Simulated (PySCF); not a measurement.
`C(/C(=C\C=O)[SiH3])=C/[O-]`, [C₅H₇O₂Si]-, charge -1

Geometry:
```json
{"atom": "O1", "x (Å)": "2.873", "y (Å)": "-2.235", "z (Å)": "0.332"}
{"atom": "C2", "x (Å)": "2.175", "y (Å)": "-1.257", "z (Å)": "0.085"}
{"atom": "C3", "x (Å)": "0.743", "y (Å)": "-1.228", "z (Å)": "0.014"}
{"atom": "C4", "x (Å)": "-0.025", "y (Å)": "-0.107", "z (Å)": "-0.265"}
{"atom": "Si5", "x (Å)": "-1.936", "y (Å)": "-0.306", "z (Å)": "-0.293"}
{"atom": "C6", "x (Å)": "0.416", "y (Å)": "1.209", "z (Å)": "-0.533"}
{"atom": "C7", "x (Å)": "-0.583", "y (Å)": "2.157", "z (Å)": "-0.778"}
{"atom": "O8", "x (Å)": "-1.810", "y (Å)": "1.890", "z (Å)": "-0.770"}
{"atom": "H9", "x (Å)": "2.674", "y (Å)": "-0.268", "z (Å)": "-0.108"}
{"atom": "H10", "x (Å)": "0.243", "y (Å)": "-2.185", "z (Å)": "0.201"}
{"atom": "H11", "x (Å)": "-2.039", "y (Å)": "-1.805", "z (Å)": "0.026"}
{"atom": "H12", "x (Å)": "-2.727", "y (Å)": "0.258", "z (Å)": "0.853"}
{"atom": "H13", "x (Å)": "-2.653", "y (Å)": "-0.278", "z (Å)": "-1.615"}
{"atom": "H14", "x (Å)": "1.467", "y (Å)": "1.509", "z (Å)": "-0.555"}
{"atom": "H15", "x (Å)": "-0.277", "y (Å)": "3.207", "z (Å)": "-0.993"}
```

Total charge -1.

The calculation used quadratic response CAM-B3LYP/aug-cc-pVDZ first hyperpolarisability, Taylor convention, gas phase in PySCF 2.14.0. Geometry: PBE0-D3(BJ)/def2-SVP.

For a gas-phase anion, states above the detachment energy (about 2.8 eV, taken as minus the energy of the highest occupied orbital) lie in the continuum and depend on the basis.

Give the tensor of the second harmonic β(−2ω;ω,ω) at 1907 nm in the axes of these coordinates.

In au, Taylor convention; rows are the first index (the induced dipole):
|  | xx | yy | zz | xy | xz | yz |
| --- | --- | --- | --- | --- | --- | --- |
| x | -102.2 | +15.7 | +73.0 | +53.9 | -22.0 | +22.6 |
| y | +59.7 | +40.4 | -110.4 | +8.6 | +21.8 | -64.8 |
| z | -22.7 | -63.0 | +89.0 | +21.1 | +59.9 | -104.4 |

Norm of βᵢ = ⅓ Σⱼ (βᵢⱼⱼ + βⱼᵢⱼ + βⱼⱼᵢ): 29.0 au, hyper-Rayleigh value 94.3 au.
